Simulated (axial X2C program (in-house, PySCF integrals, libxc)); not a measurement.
## Low determinants of ZrSi at the PBE0 level, two-component

Computed with an in-house all-electron X2C program for linear molecules (integrals from PySCF). Two-component (2c) means X2C with spin–orbit coupling and atomic mean-field two-electron Coulomb and Gaunt terms. Basis: Zr dyall-cv3z [11s12p9d6f3g], Si dyall-v3z [8s7p2d1f] (cores contracted in-house); Gaussian nuclei, density fitting, unrestricted open shells. Masses: Zr 89.905 u, Si 27.977 u.

Search at 2.523 Å (vertical energies from the lowest determinant):

| ΔE (eV) | state | electrons beyond evenly filled partner blocks | electrons in ±ω = 1/2, 3/2, 5/2, 7/2 |
| --- | --- | --- | --- |
| 0.00 | Ω = 4 | ω = 3/2, ω = 5/2 | 38 13 3 0 |
| 0.31 | Ω = 2 | ω = 1/2, ω = 3/2 | 39 13 2 0 |
| 0.37 | Ω = 1 | ω = -1/2, ω = 3/2 | 39 13 2 0 |
| 0.41 | Ω = 1 | 2 × ω = 1/2 | 38 14 2 0 |
| 0.43 | Ω = 1 | ω = -1/2, ω = 3/2 | 37 15 2 0 |
| 0.46 | Ω = 2 | ω = 1/2, ω = 3/2 | 37 15 2 0 |
| 0.49 | Ω = 5 | 2 × ω = 1/2, ω = 3/2, ω = 5/2 | 38 13 3 0 |

Lowest determinant, Ω = 4 (⟨Sz⟩ = 2.00, ⟨Lz⟩ = 2.00 at PBE0): Re = 2.517 Å, ωe = 369.8 cm⁻¹.

The determinant in row 2 of the search, Ω = 2 (⟨Sz⟩ = 1.00, ⟨Lz⟩ = 1.00 at PBE0), was followed along the bond at PBE0; measured from the minimum of the lowest determinant it gives:

Te = 0.189 eV (1526 cm⁻¹), Re = 2.379 Å, ωe = 434.1 cm⁻¹.

Task: Compare the bond of the determinant in row 2 with that of the lowest one.

Result: At PBE0 its Re is 0.138 Å shorter and its force constant, which goes as ωe², is 1.38 times that of the lowest determinant. T0 ≈ Te + Δωe/2 = 1526 + (32) = 1558 cm⁻¹.

The search compares states at one distance, so a state with another bond length can lie lower; it is not exhaustive and yields mostly the lowest determinant of each block pattern, so other components and higher states of one pattern are missing. These are energies of single determinants, not of spin-adapted states; PBE0 term energies can be off by some tenths of an eV, and the functional has no current term. Open-shell Ω = 0 determinants with evenly filled partner blocks cannot be reached by this program, so the Ω shown need not be the lowest component. The lowest determinant need not be the ground state where others lie within half an eV.
